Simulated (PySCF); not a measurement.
GaF, SMILES [F][Ga] (connectivity only; charge and spin as stated), neutral, multiplicity 1. Atoms are numbered in the order given.

```xyz
2

Ga     0.0000     0.0000    -0.4056
F      0.0000     0.0000     1.3971
```

The structure is a stationary point at B3LYP-D3(BJ)/def2-TZVPD.

Two levels are set side by side: PBE/pcSseg-2 (PySCF) and PBE0/pcSseg-2 (PySCF). GIAO shifts against CFCl3 (¹⁹F) at the same level; non-relativistic, no solvent, atoms listed together averaged. Differences are taken from unrounded values.

```csv
quantity,PBE0,PBE,PBE minus PBE0
δ(¹⁹F) of F2 (ppm),47.3,60.1,12.8
```

Rough cost on one machine, each run with all the roots and properties that it gave: PBE0 against PBE within a factor of 2.
